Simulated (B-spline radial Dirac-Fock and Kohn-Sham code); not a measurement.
**X-ray scattering factor of Pt⁷⁴⁺**

System: platinum as Pt⁷⁴⁺, configuration [He] 2s2.

The computed values come from a radial finite-basis atomic code: Dirac-Fock densities. f₀ is the Fourier transform of the spherical electron density, S the Waller-Hartree incoherent function, and s = sin θ/λ. The electron scattering factor follows from the Mott-Bethe formula f_e = 0.023934 Å⁻¹·(Z − f₀)/s².

```
s (Å⁻¹)     f₀      S  f_e (Å)
      0  4.000  0.000        –
   0.05  4.000  0.000  708.449
    0.1  3.999  0.002  177.114
   0.15  3.998  0.004   78.718
    0.2  3.996  0.007   44.280
   0.25  3.994  0.011   28.340
    0.3  3.992  0.016   19.681
   0.35  3.989  0.022   14.460
    0.4  3.986  0.028   11.072
   0.45  3.982  0.036    8.748
    0.5  3.978  0.044    7.087
    0.6  3.968  0.063    4.922
    0.7  3.957  0.086    3.617
    0.8  3.944  0.111    2.769
    0.9  3.929  0.140    2.189
      1  3.913  0.171    1.773
    1.1  3.895  0.205    1.466
    1.2  3.876  0.242    1.232
    1.4  3.832  0.323    0.906
    1.6  3.784  0.412    0.694
    1.8  3.730  0.509    0.549
      2  3.671  0.610    0.445
    2.5  3.508  0.879    0.285
      3  3.326  1.150    0.199
    3.5  3.135  1.406    0.146
      4  2.942  1.636    0.112
      5  2.572  1.999    0.072
      6  2.252  2.242    0.050
```

f₀ starts at the number of electrons, 4. The sum of ⟨r²⟩ over the electrons is 0.01207 bohr². For an ion f_e diverges as s goes to zero, because of the net charge.
